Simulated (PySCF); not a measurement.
CLiN, neutral, multiplicity 1. Atoms are numbered in the order given.

```xyz
3

Li     0.0000     0.0000     1.8816
C      0.0000     0.0000    -1.0709
N      0.0000     0.0000     0.1116
```
Charge 0, spin multiplicity 1.

The structure is a stationary point at PBE-D3(BJ)/def2-TZVPD.

The numbers are results of PBE/def2-TZVPD run with PySCF, not measurements.

Mulliken values depend strongly on the basis, most of all with diffuse functions as here. ESP charges are fitted to the potential on shells at 1.4 to 2.0 van der Waals radii. Atomic charges (e):

```tsv
atom	ESP fit	Mulliken	IAO
Li1	0.78	0.86	…
C2	-0.36	-0.61	…
N3	-0.42	-0.25	…
```

What belongs in the gaps? (The exact figures need the calculation; the answer reports its results.)


- Li1, IAO: 0.84
- C2, IAO: -0.21
- N3, IAO: -0.63
